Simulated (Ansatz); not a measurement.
Two isomers of C3H6Si: A = `[SiH3]C1=CC1`, B = `CC1=C[SiH2]1`.

Program: Ansatz. Geometries: PBE0-D4/def2-TZVP. ΔE: electronic, gas phase. CBS: MP2 limit from def2 TZ/QZ plus the TZ coupled-cluster correction, frozen cores. DFT in def2-TZVPP.

Which isomer does CCSD(T)/CBS put lower? Give the gap. (Estimate.)

Computed: B, by 16.6 kcal/mol.

Give E(B) − E(A) in kcal/mol with CCSD(T)/def2-SVP, B2PLYP, MP2/def2-TZVPP, PBE-D4, LDA (SPW92), CCSD(T)/def2-TZVPP, BLYP-D4. (Best estimate.)

Ansatz gave: CCSD(T)/def2-SVP -14.1, B2PLYP -16.3, MP2/def2-TZVPP -16.3, PBE-D4 -17.2, LDA (SPW92) -18.7, CCSD(T)/def2-TZVPP -16.3, BLYP-D4 -15.9. None reverses the order clearly.

Does the order hold for the free energy at 298.15 K (harmonic terms from PBE0-D4)? (Best estimate.)

Computed: Yes: G(B) − G(A) = -14.5 kcal/mol.

Largest T1 diagnostic: 0.012.

At CCSD(T), def2-SVP lies +2.5 kcal/mol from the extrapolated value and def2-TZVPP +0.4 kcal/mol. In def2-TZVPP, CCSD(T) changes the Hartree–Fock value by −1.4 kcal/mol (the triples alone add −0.3 kcal/mol) and MP2 by −1.3 kcal/mol.
